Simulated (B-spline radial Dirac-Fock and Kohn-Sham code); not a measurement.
## Dipole and non-dipole photoemission parameters of Dy²⁺ 4d3/2

System: dysprosium as Dy²⁺, [Xe] 4f10; threshold 181.6 eV (orbital energy of the model). These are calculated numbers from a radial atomic solver; the model is Dirac-Hartree-Slater photoionisation with a Latter tail; cross sections with all multipoles, angular parameters from the dipole term and its interference with E2.

Input file task.json (cfg lists n, l and occupation; rrms is the nuclear radius in fm):

```json
{"items": [{
  "Z": 66,
  "q": 2,
  "cfg": [[1, 0, 2], [2, 0, 2], [2, 1, 6], [3, 0, 2], [3, 1, 6], [3, 2, 10], [4, 0, 2], [4, 1, 6], [4, 2, 10], [4, 3, 10], [5, 0, 2], [5, 1, 6]],
  "A": 164,
  "rrms": 5.2218,
  "do": "xps",
  "hv": [60, 62.6, 97.0, 97.9, 124.0, 148.0, 150, 158.0, 196.0, 200, 247.0, 300, 320.0, 344.0, 872.0, 1010.0, 1020.0, 1380.0, 1486.9, 2000.0, 3510.0, 3810.0, 4490.0, 5230.0, 5300.0, 5414.7, 6000, 8890.0, 15000]
}]}
```

Command: `python xray2_run.py task.json out`

For linearly polarised light dσ/dΩ = σ/(4π) [1 + β P₂(cos θ) + (δ + γ cos²θ) sin θ cos φ], with θ from the polarisation vector and φ the angle between the beam and the projection of the electron momentum on the plane normal to the polarisation.

```
hν (eV)  σ (kb)       β       γ       δ
    196     411   0.460   0.033  -0.006
    200     364   0.705   0.035  -0.007
    247     136  -0.232  -0.361   0.112
    300     189  -0.892  -0.251   0.164
    320     217  -0.696  -0.146   0.149
    344     245  -0.455  -0.043   0.128
    872       ?       ?       ?       ?
   1010     133   1.172  -0.035   0.005
   1020     131   1.177  -0.036   0.005
   1380    74.6   1.300  -0.022   0.015
 1486.9    63.9   1.320  -0.005   0.018
   2000    33.0   1.366   0.118   0.032
   3510    7.75   1.332   0.539   0.065
   3810    6.16   1.317   0.614   0.072
   4490    3.84   1.280   0.772   0.086
   5230    2.44   1.239   0.926   0.102
   5300    2.34   1.236   0.940   0.104
 5414.7    2.20   1.229   0.962   0.106
   6000    1.60   1.198   1.069   0.119
   8890   0.452   1.060   1.482   0.184
  15000  0.0741   0.850   1.991   0.319
```

Problem. Give the values at 872 eV.

Solution. σ = 167 kb, β = 1.082, γ = -0.008, δ = 0.002.
